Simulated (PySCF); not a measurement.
All values below come from B3LYP-D3(BJ)/def2-TZVP // B3LYP-D3(BJ)/def2-SVP in PySCF 2.14.0. All species are isolated molecules in the gas phase. B3LYP has the VWN-RPA correlation part, as in Gaussian. Delta-SCF ions had no search for a lower state. Excitations are Tamm–Dancoff values on a coarser integration grid. The basis has no diffuse functions, so Rydberg states are missing or too high.

Reference species (SMILES): `Cc1sc2c(cccc2[SiH3])c1` (neutral, multiplicity 1).

```
Item                                     Result
--------------------------------------  -------
vertical ionisation energy (Delta-SCF)  7.86 eV
dipole moment                            1.75 D
HOMO–LUMO gap                           5.02 eV
T1 excitation (TDA)                     3.33 eV
```

Changed species: `Cc1c2sccc2cc(c1)[SiH3]`.

Task: Predict the effect on the vertical ionisation energy (Delta-SCF), dipole moment, HOMO–LUMO gap and T1 excitation (TDA).

Result: the vertical ionisation energy (Delta-SCF) goes up by 0.04 eV, to 7.90 eV; the dipole moment decreases by 0.72 D, to 1.03 D; the HOMO–LUMO gap goes up by 0.04 eV, to 5.06 eV; the T1 excitation (TDA) increases by 0.03 eV, to 3.36 eV.
